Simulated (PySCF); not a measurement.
C4H9FSi, SMILES C[C@H]1C[C@@]1(F)[SiH3]. The structure is a stationary point at PBE-D3(BJ)/def2-SVP. The structure was generated by enumeration; whether it is a known compound was not checked.

Method: PBE-D3(BJ)/def2-SVP (PySCF).

Harmonic wavenumbers (cm⁻¹): 112, 148, 188, 200, 257, 315, 375, 436, 528, 614, 638, 789, 825, 871, 882, 900, 913, 917, 971, 994, 1064, 1072, 1138, 1163, 1236, 1329, 1360, 1406, 1414, 1433, 2165, 2176, 2182, 2968, 3051, 3055, 3059, 3078, 3156. Rotational constants (GHz): 3.364, 2.374, 1.744; symmetry number 1.

**Question.** Work out the zero-point energy and the ideal-gas rigid-rotor harmonic-oscillator thermochemistry at 298.15 K and 1 atm.

**Answer.** ZPE = ½ Σ hcν = ½ × 49379 cm⁻¹ = 70.59 kcal/mol. H − E(el) = 76.19 kcal/mol. Entropy in cal/(mol K): translation 39.84, rotation 27.54, vibration 18.34, total 85.71. G − E(el) = 50.63 kcal/mol. Cp = 31.40 cal/(mol K). Modes under 150 cm⁻¹ make the vibrational entropy uncertain.
